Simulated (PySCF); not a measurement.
BrCs, triplet, at the geometry of the source list (a higher spin typed on purpose: for a closed-shell molecule this is an excited state) (core potentials on Cs); PySCF with CASSCF(6,5)/def2-SVP.

Here is a job for PySCF.
```python
from pyscf import gto, scf, mcscf
import numpy

mol = gto.M(
    atom='''
Cs   -1.004200   -0.739900   -0.870900
Br    1.004200    0.739900    0.870900
''',
    basis='def2-svp',
    ecp={'Cs': 'def2-svp'},
    charge=0,
    spin=2,
    verbose=4,
)

mf = scf.ROHF(mol)
mf.kernel()
mc = mcscf.CASSCF(mf, 5, 6)
mc.fix_spin_(ss=2.0)
mc.kernel()
occ = numpy.linalg.eigvalsh(mc.fcisolver.make_rdm1(mc.ci, mc.ncas, mc.nelecas))[::-1]
ss = mc.fcisolver.spin_square(mc.ci, mc.ncas, mc.nelecas)[0]
print('natural occupations', occ.round(4), ' <S^2>', round(ss, 4))
```

The log (banner, timings and long lists left out):

```
PySCF version 2.14.0

[INPUT] verbose = 4
[INPUT] num. atoms = 2
[INPUT] num. electrons = 44
[INPUT] charge = 0
[INPUT] spin (= nelec alpha-beta = 2S) = 2
[INPUT] symmetry False subgroup None
[INPUT] Mole.unit = angstrom
[INPUT] Symbol           X                Y                Z      unit          X                Y                Z       unit  Magmom
[...]
nuclear repulsion = 54.7858548401916
number of shells = 22
number of NR pGTOs = 109
number of NR cGTOs = 56
basis = def2-svp
ecp = {'Cs': 'def2-svp'}

******** <class 'pyscf.scf.rohf.ROHF'> ********
method = ROHF
initial guess = minao
damping factor = 0
level_shift factor = 0
DIIS = <class 'pyscf.scf.diis.CDIIS'>
diis_start_cycle = 1
diis_space = 8
diis_damp = 0
SCF conv_tol = 1e-09
SCF conv_tol_grad = None
SCF max_cycles = 50
direct_scf = True
direct_scf_tol = 1e-13
num. doubly occ = 21  num. singly occ = 2
Set gradient conv threshold to 3.16228e-05
init E= -2587.3934613873
[...]
cycle= 1 E= -2591.88899411289  delta_E= -4.5  |g|= 0.307  |ddm|= 1.64
[...]
cycle= 2 E= -2591.90516302739  delta_E= -0.0162  |g|= 0.0515  |ddm|= 0.616
[...]
cycle= 3 E= -2591.90593726826  delta_E= -0.000774  |g|= 0.0188  |ddm|= 0.0739
[...]
cycle= 4 E= -2591.90604917844  delta_E= -0.000112  |g|= 0.00197  |ddm|= 0.0296
[...]
cycle= 5 E= -2591.90605606891  delta_E= -6.89e-06  |g|= 0.000734  |ddm|= 0.0115
[...]
cycle= 6 E= -2591.90605743313  delta_E= -1.36e-06  |g|= 0.000311  |ddm|= 0.0042
[...]
cycle= 7 E= -2591.90605799802  delta_E= -5.65e-07  |g|= 8.92e-05  |ddm|= 0.00381
[...]
cycle= 8 E= -2591.90605804129  delta_E= -4.33e-08  |g|= 1.93e-05  |ddm|= 0.00115
[...]
cycle= 9 E= -2591.90605804231  delta_E= -1.02e-09  |g|= 3.77e-06  |ddm|= 0.000148
[...]
cycle= 10 E= -2591.90605804236  delta_E= -4.18e-11  |g|= 7.03e-07  |ddm|= 2.92e-05
[...]
Extra cycle  E= -2591.90605804235  delta_E= 2.27e-12  |g|= 2.93e-07  |ddm|= 3.91e-06
converged SCF energy = -2591.90605804235

******** <class 'pyscf.mcscf.mc1step.CASSCF'> ********
CAS (4e+2e, 5o), ncore = 19, nvir = 32
max_cycle_macro = 50
max_cycle_micro = 4
conv_tol = 1e-07
conv_tol_grad = None
orbital rotation max_stepsize = 0.02
orbital rotation threshold for CI restart = 0.01
augmented hessian ah_max_cycle = 30
augmented hessian ah_conv_tol = 1e-12
augmented hessian ah_linear dependence = 1e-14
augmented hessian ah_level shift = 1e-08
augmented hessian ah_start_tol = 2.5
augmented hessian ah_start_cycle = 3
augmented hessian ah_grad_trust_region = 3
kf_trust_region = 3
kf_interval = 4
[...]
CASCI E = -2591.90610168309  S^2 = 2.0000000
[...]
macro iter  40 (  3 JK    1 micro), CASSCF E = -2591.91713739698  dE = -4.47373623e-07  S^2 = 2.0000000
               |grad[o]|=5.83e-05  |grad[c]|=0.000566  |ddm|=0.000337  |maxRot[o]|=0.00506
macro iter  41 (  3 JK    1 micro), CASSCF E = -2591.91713785589  dE = -4.58905106e-07  S^2 = 2.0000000
               |grad[o]|=5.91e-05  |grad[c]|=0.000573  |ddm|=0.000342  |maxRot[o]|=0.00511
macro iter  42 (  3 JK    1 micro), CASSCF E = -2591.91713832639  dE = -4.70501163e-07  S^2 = 2.0000000
               |grad[o]|=6.07e-05  |grad[c]|=0.00058  |ddm|=0.000348  |maxRot[o]|=0.00519
macro iter  43 (  3 JK    1 micro), CASSCF E = -2591.91713880851  dE = -4.82121322e-07  S^2 = 2.0000000
               |grad[o]|=6.07e-05  |grad[c]|=0.000587  |ddm|=0.000354  |maxRot[o]|=0.00524
macro iter  44 (  3 JK    1 micro), CASSCF E = -2591.91713930224  dE = -4.93729203e-07  S^2 = 2.0000000
               |grad[o]|=6.17e-05  |grad[c]|=0.000594  |ddm|=0.00036  |maxRot[o]|=0.00532
macro iter  45 (  3 JK    1 micro), CASSCF E = -2591.91713980741  dE = -5.05165644e-07  S^2 = 2.0000000
               |grad[o]|=6.26e-05  |grad[c]|=0.000601  |ddm|=0.000365  |maxRot[o]|=0.00537
macro iter  46 (  3 JK    1 micro), CASSCF E = -2591.91714032398  dE = -5.16576165e-07  S^2 = 2.0000000
               |grad[o]|=6.33e-05  |grad[c]|=0.000607  |ddm|=0.000371  |maxRot[o]|=0.00544
macro iter  47 (  3 JK    1 micro), CASSCF E = -2591.91714085189  dE = -5.27907559e-07  S^2 = 2.0000000
               |grad[o]|=6.41e-05  |grad[c]|=0.000614  |ddm|=0.000377  |maxRot[o]|=0.00549
macro iter  48 (  3 JK    1 micro), CASSCF E = -2591.91714139101  dE = -5.39116172e-07  S^2 = 2.0000000
               |grad[o]|=6.76e-05  |grad[c]|=0.00062  |ddm|=0.000384  |maxRot[o]|=0.00556
macro iter  49 (  3 JK    1 micro), CASSCF E = -2591.91714194111  dE = -5.50101504e-07  S^2 = 2.0000000
               |grad[o]|=6.48e-05  |grad[c]|=0.000626  |ddm|=0.00039  |maxRot[o]|=0.00561
macro iter  50 (  3 JK    1 micro), CASSCF E = -2591.91714250204  dE = -5.60929948e-07  S^2 = 2.0000000
               |grad[o]|=6.6e-05  |grad[c]|=0.000632  |ddm|=0.000396  |maxRot[o]|=0.00567
1-step CASSCF not converged,  50 macro (480 JK 111 micro) steps
CASSCF canonicalization
Density matrix diagonal elements [1.98556243 1.99202933 1.01280468 0.99998802 0.00961554]
CASSCF energy = -2591.91714250204
CASCI E = -2591.91714250204  E(CI) = -8.63489902755373  S^2 = 2.0000000
natural occupations [1.9959 1.9944 1.0002 1.     0.0096]  <S^2> 2.0
```

Convergence was not reached.
